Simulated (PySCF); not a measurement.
Species: C6H14Ge.
Geometry (PBE0-D3(BJ)/def2-SVP, Å), atoms numbered from 1 in this order:
```
atom  x, y, z in Å
C1    -1.6160   -1.7164   -0.4009
C2    -1.2957   -0.2578   -0.6842
C3    -0.6384    0.4650    0.4836
C4    -0.2365    1.9311    0.1680
C5     1.2488    1.8109   -0.2500
Ge6    1.3068    0.0773    0.7029
C7     2.1203   -1.4618   -0.1837
H8    -0.7050   -2.2911   -0.1679
H9    -2.1052   -2.2005   -1.2601
H10   -2.2919   -1.8110    0.4640
H11   -0.6544   -0.1849   -1.5826
H12   -2.2282    0.2749   -0.9518
H13   -1.2689    0.3674    1.3818
H14   -0.3172    2.5439    1.0801
H15   -0.8877    2.4071   -0.5878
H16    1.3690    1.6619   -1.3347
H17    1.9052    2.6352    0.0609
H18    1.8145    0.1852    2.1596
H19    1.7087   -1.5835   -1.1960
H20    3.2082   -1.3140   -0.2645
H21    1.9382   -2.3864    0.3835
```

Linear response at CAM-B3LYP/def2-SVPD (PySCF, frozen core in the response, non-relativistic). The CAM-B3LYP/def2-SVPD calculation is non-relativistic and has no spin–orbit coupling, an omission that weighs most on germanium.

Static isotropic polarisability: 101.28 au (15.01 Å³), principal values 89.0, 104.0, 110.8 au.

(1) What is the polarisability at 1064 nm and at the sodium D line?

(2) What is the isotropic C6 coefficient between two such molecules, C6 = (3/π)∫α(iω)² dω?

(3) Which effective excitation energy ω̄ makes London's formula C6 = (3/4)α²ω̄ exact here?

(4) How anisotropic is the static polarisability, by Δα² = ½[(α1 − α2)² + (α2 − α3)² + (α3 − α1)²]?

(5) The lowest 10 singlets have (eV, f): 6.94, 0.017; 7.17, 0.019; 7.21, 0.071; 7.31, 0.018; 7.47, 0.028; 7.59, 0.066; 7.67, 0.027; 7.90, 0.016; 8.04, 0.008; 8.19, 0.185. What share of the static polarisability do they carry in the sum over states α = Σ f/ω²?

(6) How many electrons N does the Slater–Kirkwood formula C6 = (3/4)·√N·α^(3/2) need to give this C6?

(7) What molar refraction at the D line follows from R = (4π/3)·N_A·α′, with α′ the polarisability volume?

(8) What three-body coefficient follows from the one-pole estimate C9 = (3/4)·α·C6?

Answers

(1) 102.13 au at 1064 nm (+0.8 %), 104.13 au at 589.3 nm (+2.8 %). The rise at 589.3 nm is 3.35 times that at 1064 nm; a pure ω² law gives 3.26. The lowest singlet lies at 179 nm, shorter than both wavelengths.

(2) 4104 au (Eh·bohr⁶) by a ten-point quadrature over imaginary frequencies, which is 2450 eV·Å⁶ or 237 J·nm⁶/mol.

(3) ω̄ = 4·C6/(3α²) = 0.533 Eh = 14.5 eV. A one-pole form α(ω) = α/(1 − ω²/ω̄²) fitted to the 1064 nm value gives 12.8 eV. London's choice of the ionisation energy (9.10 eV, ΔSCF at the same level) gives C6 = 2570 au, 37 % too low.

(4) Δα = 19.3 au, or 0.19 of the isotropic value.

(5) 5.67 au, 5.6 % of α; the largest term, 2.04 au, is that of the state at 8.19 eV. Their oscillator strengths add up to 0.45. Higher states carry the rest.

(6) N = (4·C6/3)²/α³ = 28.8; the species has 82 electrons in all.

(7) α′ = 15.43 Å³ gives R = 38.92 cm³/mol, for isolated, non-vibrating species.

(8) 312000 au. This is an estimate from the two numbers above, not a computed integral.

On one thread of an Arm Neoverse N1, no GPU (shared host), this took 9.0 min (with the writing of density and orbital grids) and 1.3 GiB of memory at its peak. This is the whole response run at CAM-B3LYP/def2-SVPD, SCF included.

One conformer stands for the species.
